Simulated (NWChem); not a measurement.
System: BeHBr; SMILES [Br][BeH]

NWChem input:

```
start job
memory heap 200 mb stack 900 mb global 1100 mb
geometry units angstroms noautosym nocenter noautoz
  Be     0.000000     0.000000    -1.653148
  H      0.000000     0.000000    -2.976636
  Br     0.000000     0.000000     0.306908
end
basis spherical
  * library def2-tzvp
end
dft
  xc xpbe96 cpbe96
  iterations 150
end
property
  efieldgrad
end
task dft property
```

Output (shortened):

```
             Northwest Computational Chemistry Package (NWChem) 7.3.0
             --------------------------------------------------------

                             Geometry "geometry" -> ""
                             -------------------------

 Output coordinates in angstroms (scale by  1.889725989 to convert to a.u.)

  No.       Tag          Charge          X              Y              Z
 ---- ---------------- ---------- -------------- -------------- --------------
    1 Be                   4.0000     0.00000000     0.00000000    -1.65314800
    2 H                    1.0000     0.00000000     0.00000000    -2.97663600
    3 Br                  35.0000     0.00000000     0.00000000     0.30690800

 Effective nuclear repulsion energy (a.u.)      45.0372501241

  pbe96 is a nonlocal functional; adding pw91lda local functional.
                              NWChem Property Module
                              ----------------------

  itol2e modified to match energy
  convergence criterion.

                                 NWChem DFT Module
                                 -----------------

 Summary of "ao basis" -> "ao basis" (spherical)
 ------------------------------------------------------------------------------
       Tag                 Description            Shells   Functions and Types
 ---------------- ------------------------------  ------  ---------------------
 Be                        def2-tzvp                 9       19   5s3p1d
 H                         def2-tzvp                 4        6   3s1p
 Br                        def2-tzvp                16       48   6s5p4d1f

  itol2e modified to match energy
  convergence criterion.

            General Information
            -------------------
          SCF calculation type: DFT
          Wavefunction type:  closed shell.
          No. of atoms     :     3
          No. of electrons :    40
           Alpha electrons :    20
            Beta electrons :    20
          Charge           :     0
          Spin multiplicity:     1
          Use of symmetry is: off; symmetry adaption is: off
          Maximum number of iterations: 150
          AO basis - number of functions:    73
                     number of shells:    29
          Convergence on energy requested:  1.00D-07
          Convergence on density requested:  1.00D-05
          Convergence on gradient requested:  5.00D-04

              XC Information
              --------------
          PerdewBurkeErnzerhof Exchange Functional  1.000
            Perdew 1991 LDA Correlation Functional  1.000 local
           PerdewBurkeErnz. Correlation Functional  1.000 non-local

             Grid Information
             ----------------
          Grid used for XC integration:  fine
          Radial quadrature: Mura-Knowles
          Angular quadrature: Lebedev.
          Tag              B.-S. Rad. Rad. Pts. Rad. Cut. Ang. Pts.
          ---              ---------- --------- --------- ---------
          Be                  1.05       70           9.0       590
          H                   0.35       60          11.0       590
          Br                  1.15      140          11.0       974
          Grid pruning is: on
          Number of quadrature shells:   270
          Spatial weights used:  Erf1

      Superposition of Atomic Density Guess
      -------------------------------------

 Sum of atomic energies:       -2587.47138915

      Non-variational initial energy
      ------------------------------

 Total energy =   -2587.804255
 1-e energy   =   -3690.821444
 2-e energy   =    1057.979938
 HOMO         =      -0.418508
 LUMO         =       0.039034

   convergence    iter        energy       DeltaE   RMS-Dens  Diis-err
 ---------------- ----- ----------------- --------- --------- ---------
 d= 0,ls=0.0,diis     1  -2589.0894202922 -2.63D+03  1.02D-02  7.10D-01
 d= 0,ls=0.0,diis     2  -2589.0766531266  1.28D-02  8.39D-03  4.04D-01
 d= 0,ls=0.0,diis     3  -2589.1060639269 -2.94D-02  3.57D-03  1.38D-01
 d= 0,ls=0.0,diis     4  -2589.1252788629 -1.92D-02  3.03D-04  7.16D-04
 d= 0,ls=0.0,diis     5  -2589.1253891612 -1.10D-04  4.69D-05  1.78D-05
  Resetting Diis
 d= 0,ls=0.0,diis     6  -2589.1253915031 -2.34D-06  1.85D-05  2.67D-06
 d= 0,ls=0.0,diis     7  -2589.1253918947 -3.92D-07  5.67D-06  7.80D-08
 d= 0,ls=0.0,diis     8  -2589.1253918906  4.17D-09  3.71D-06  8.96D-08

         Total DFT energy =    -2589.125391890559
      One electron energy =    -3691.446648349441
           Coulomb energy =     1151.401002648963
    Exchange-Corr. energy =      -94.116996314180
 Nuclear repulsion energy =       45.037250124099

 Numeric. integr. density =       40.000000054354

                       DFT Final Molecular Orbital Analysis
                       ------------------------------------

 Vector   18  Occ=2.000000D+00  E=-2.997604D-01
              MO Center= -3.4D-10,  2.1D-09, -2.5D+00, r^2= 1.7D+00
   Bfn.  Coefficient  Atom+Function         Bfn.  Coefficient  Atom+Function
  ----- ------------  ---------------      ----- ------------  ---------------
     8      0.358949  1 Be pz                21      0.281831  2 H  s
    22      0.208611  2 H  s                  3      0.185149  1 Be s
    20      0.185031  2 H  s                 43      0.117598  3 Br pz
    37     -0.112897  3 Br pz                40      0.111993  3 Br pz
    31      0.107419  3 Br s                  2     -0.092857  1 Be s

 Vector   19  Occ=2.000000D+00  E=-2.848705D-01
              MO Center=  1.3D-09, -1.6D-09,  1.6D-01, r^2= 1.6D+00
   Bfn.  Coefficient  Atom+Function         Bfn.  Coefficient  Atom+Function
  ----- ------------  ---------------      ----- ------------  ---------------
    42      0.399307  3 Br py                41     -0.305391  3 Br px
    36     -0.276863  3 Br py                39      0.249873  3 Br py
    45      0.227371  3 Br py                35      0.211746  3 Br px
    38     -0.191104  3 Br px                44     -0.173894  3 Br px
     7     -0.102748  1 Be py                33      0.084540  3 Br py

 Vector   20  Occ=2.000000D+00  E=-2.848705D-01
              MO Center= -5.9D-09, -4.1D-09,  1.6D-01, r^2= 1.6D+00
   Bfn.  Coefficient  Atom+Function         Bfn.  Coefficient  Atom+Function
  ----- ------------  ---------------      ----- ------------  ---------------
    41      0.399307  3 Br px                42      0.305391  3 Br py
    35     -0.276863  3 Br px                38      0.249873  3 Br px
    44      0.227371  3 Br px                36     -0.211746  3 Br py
    39      0.191104  3 Br py                45      0.173894  3 Br py
     6     -0.102748  1 Be px                32      0.084540  3 Br px

 Vector   21  Occ=0.000000D+00  E=-5.439343D-02
              MO Center=  2.3D-09, -4.1D-09, -1.5D+00, r^2= 3.5D+00
   Bfn.  Coefficient  Atom+Function         Bfn.  Coefficient  Atom+Function
  ----- ------------  ---------------      ----- ------------  ---------------
    13     -0.506231  1 Be py                 7      0.489713  1 Be py
    12      0.287114  1 Be px                 6     -0.277745  1 Be px
    45      0.244963  3 Br py                44     -0.138933  3 Br px
    42      0.130464  3 Br py                39      0.110685  3 Br py
    36     -0.104047  3 Br py                63      0.076758  3 Br d -1

 Vector   22  Occ=0.000000D+00  E=-5.439343D-02
              MO Center= -2.3D-09, -1.4D-09, -1.5D+00, r^2= 3.5D+00
   Bfn.  Coefficient  Atom+Function         Bfn.  Coefficient  Atom+Function
  ----- ------------  ---------------      ----- ------------  ---------------
    12     -0.506231  1 Be px                 6      0.489713  1 Be px
    13     -0.287114  1 Be py                 7      0.277745  1 Be py
    44      0.244963  3 Br px                45      0.138933  3 Br py
    41      0.130464  3 Br px                38      0.110685  3 Br px
    35     -0.104047  3 Br px                65     -0.076758  3 Br d  1

 Vector   23  Occ=0.000000D+00  E=-1.474024D-02
              MO Center=  3.4D-09,  9.3D-09, -9.8D-01, r^2= 7.3D+00
   Bfn.  Coefficient  Atom+Function         Bfn.  Coefficient  Atom+Function
  ----- ------------  ---------------      ----- ------------  ---------------
     5      1.147789  1 Be s                 31     -0.590486  3 Br s
    22     -0.346303  2 H  s                 14      0.333441  1 Be pz
    46      0.288837  3 Br pz                30     -0.207636  3 Br s
     3      0.196098  1 Be s                 21     -0.155696  2 H  s
    43      0.134051  3 Br pz                 4      0.132936  1 Be s

     Multipole analysis of the density
     ---------------------------------

     L   x y z        total         alpha         beta         nuclear
     -   - - -        -----         -----         ----         -------
     0   0 0 0     -0.000000    -20.000000    -20.000000     40.000000

     1   1 0 0      0.000000      0.000000      0.000000      0.000000
     1   0 1 0     -0.000000     -0.000000     -0.000000      0.000000
     1   0 0 1     -0.057547     -1.117777     -1.117777      2.178007

     2   2 0 0    -18.138531     -9.069266     -9.069266      0.000000
     2   1 1 0     -0.000000     -0.000000     -0.000000      0.000000
     2   1 0 1      0.000000      0.000000      0.000000      0.000000
     2   0 2 0    -18.138531     -9.069266     -9.069266      0.000000
     2   0 1 1     -0.000000     -0.000000     -0.000000      0.000000
     2   0 0 2    -20.113827    -51.282518    -51.282518     82.451209

          -----------------------
          Electric field gradient
          -----------------------

 1 a.u. = 0.324123 10**(16) esu/cm**3  ( or statvolts/cm**2 ) = 0.97174 10**(22) v/m**2

 ------------------------------------------------------------
   Atom      X         Y         Z
 ------------------------------------------------------------
    1 Be   0.00000   0.00000  -3.12400
 ------------------------------------------------------------

 Electric field gradient in molecular frame (a.u.)
         XX             YY             ZZ             XY             XZ             YZ
 ------------------------------------------------------------------------------------------
       -0.100425      -0.100425       0.200849       0.000000      -0.000000       0.000000

 Principal components (a.u.) and orientation
 of principal axis w.r.t. absolute frame                      Asymmetry parameter eta
 --------------------------------------------------------------------------------------
        0.200849      -0.100425      -0.100425                       0.000000

       -0.000000      -0.367944       0.929848
        0.000000       0.929848       0.367944
        1.000000      -0.000000       0.000000

 ------------------------------------------------------------
   Atom      X         Y         Z
 ------------------------------------------------------------
    2 H    0.00000   0.00000  -5.62503
 ------------------------------------------------------------

 Electric field gradient in molecular frame (a.u.)
         XX             YY             ZZ             XY             XZ             YZ
 ------------------------------------------------------------------------------------------
        0.073433       0.073433      -0.146867      -0.000000       0.000000      -0.000000

 Principal components (a.u.) and orientation
 of principal axis w.r.t. absolute frame                      Asymmetry parameter eta
 --------------------------------------------------------------------------------------
       -0.146867       0.073433       0.073433                       0.000000

        0.000000       1.000000      -0.000000
       -0.000000      -0.000000       1.000000
        1.000000       0.000000      -0.000000

 ------------------------------------------------------------
   Atom      X         Y         Z
 ------------------------------------------------------------
    3 Br   0.00000   0.00000   0.57997
 ------------------------------------------------------------

 Electric field gradient in molecular frame (a.u.)
         XX             YY             ZZ             XY             XZ             YZ
 ------------------------------------------------------------------------------------------
        0.949113       0.949113      -1.898226       0.000000      -0.000000      -0.000000

 Principal components (a.u.) and orientation
 of principal axis w.r.t. absolute frame                      Asymmetry parameter eta
 --------------------------------------------------------------------------------------
       -1.898226       0.949113       0.949113                       0.000000

        0.000000       0.726515      -0.687151
        0.000000       0.687151       0.726515
        1.000000      -0.000000      -0.000000
```

Level: PBE/def2-TZVP. The geometry was optimised at B3LYP/6-31G* (spherical d). NWChem prints the field gradient with the sign opposite to the second derivative of the potential.
